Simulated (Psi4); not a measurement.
A dimer, HCl3Ge ··· HCl (SMILES [Cl][GeH]([Cl])[Cl] and Cl); the first 5 atoms form monomer A.

```
7

Ge    -0.0098    -0.0037     0.1433
Cl    -0.1772     2.0124    -0.5671
Cl     1.8762    -0.7968    -0.4986
Cl    -1.5760    -1.1698    -0.7428
H     -0.1133    -0.0420     1.6653
Cl    -3.5383     1.5949     1.9554
H     -4.6159     1.0870     2.4289
```

Problem. What interaction energy does SAPT0/jun-cc-pVDZ, frozen core (Psi4) give, and which attractive term is the largest?

Solution. Total -0.77 kcal/mol: electrostatics -0.55, exchange 0.52, induction -0.09, dispersion -0.66. The most attractive term is dispersion.
